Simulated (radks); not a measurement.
Values are calculated unless marked as measured or tabulated.
Species: Pr. Configuration: [Xe] 4f3 6s2.

Code: a radial shooting solver on a logarithmic mesh with Libxc functionals. Model: Dirac Kohn-Sham, PBE, spin-unpolarised, spherical densities, finite nucleus; open shells fill j = l - 1/2 first; Fermi nuclear charge, rms radius 4.8919 fm.

Energy parts (Ry):
total: -18484.3254
kinetic: 19879.8610
electron-nucleus: -45103.1354
Hartree: 7172.2863
exchange-correlation: -433.3374

Orbitals (lengths in bohr, moments of r in powers of bohr; r(90%) holds 90 % of the orbital's charge):
[
 {"orbital": "1s1/2", "occ.": "2", "eigenvalue (Ry)": "-3070.354", "r(90%)": "0.0435"},
 {"orbital": "2s1/2", "occ.": "2", "eigenvalue (Ry)": "-493.7256", "r(90%)": "0.159"},
 {"orbital": "2p1/2", "occ.": "2", "eigenvalue (Ry)": "-466.6399", "r(90%)": "0.142"},
 {"orbital": "2p3/2", "occ.": "4", "eigenvalue (Ry)": "-431.1965", "r(90%)": "0.150"},
 {"orbital": "3s1/2", "occ.": "2", "eigenvalue (Ry)": "-106.5034", "r(90%)": "0.400"},
 {"orbital": "3p1/2", "occ.": "2", "eigenvalue (Ry)": "-94.97981", "r(90%)": "0.393"},
 {"orbital": "3p3/2", "occ.": "4", "eigenvalue (Ry)": "-87.95765", "r(90%)": "0.410"},
 {"orbital": "3d3/2", "occ.": "4", "eigenvalue (Ry)": "-67.84632", "r(90%)": "0.384"},
 {"orbital": "3d5/2", "occ.": "6", "eigenvalue (Ry)": "-66.33285", "r(90%)": "0.389"},
 {"orbital": "4s1/2", "occ.": "2", "eigenvalue (Ry)": "-21.16035", "r(90%)": "0.895"},
 {"orbital": "4p1/2", "occ.": "2", "eigenvalue (Ry)": "-16.84782", "r(90%)": "0.932"},
 {"orbital": "4p3/2", "occ.": "4", "eigenvalue (Ry)": "-15.33719", "r(90%)": "0.972"},
 {"orbital": "4d3/2", "occ.": "4", "eigenvalue (Ry)": "-8.25697", "r(90%)": "1.09"},
 {"orbital": "4d5/2", "occ.": "6", "eigenvalue (Ry)": "-7.99200", "r(90%)": "1.10"},
 {"orbital": "5s1/2", "occ.": "2", "eigenvalue (Ry)": "-2.86005", "r(90%)": "2.17"},
 {"orbital": "5p1/2", "occ.": "2", "eigenvalue (Ry)": "-1.71712", "r(90%)": "2.50"},
 {"orbital": "5p3/2", "occ.": "4", "eigenvalue (Ry)": "-1.51301", "r(90%)": "2.64"},
 {"orbital": "6s1/2", "occ.": "2", "eigenvalue (Ry)": "-0.25405", "r(90%)": "6.63"},
 {"orbital": "4f5/2", "occ.": "3", "eigenvalue (Ry)": "-0.09819", "r(90%)": "2.16"},
 {"orbital": "4f7/2", "occ.": "0", "eigenvalue (Ry)": "-0.07337", "r(90%)": "2.23"}
]

The highest occupied level is 4f5/2 at -1.336 eV. The electron density at the nucleus is 4.169e+05 e/bohr^3. The density falls to 0.001 e/bohr^3 at r = 5.40 bohr. For comparison, the ionisation energy in NIST's Atomic Spectra Database is 5.470 eV (semi-empirical). In exact Kohn-Sham theory the highest level is minus the ionisation energy, but local and semilocal functionals leave it too shallow, through self-interaction and a potential that decays too fast; potentials with the right tail come closer. Summed over all electrons, <r^2> = 90.32 bohr^2, which gives a Langevin (diamagnetic) susceptibility term of -71.5 x 10^-6 cm^3/mol.

Beside tabulated values, note that spin-unpolarised runs miss the spin-polarisation part of the exchange energy of open shells.
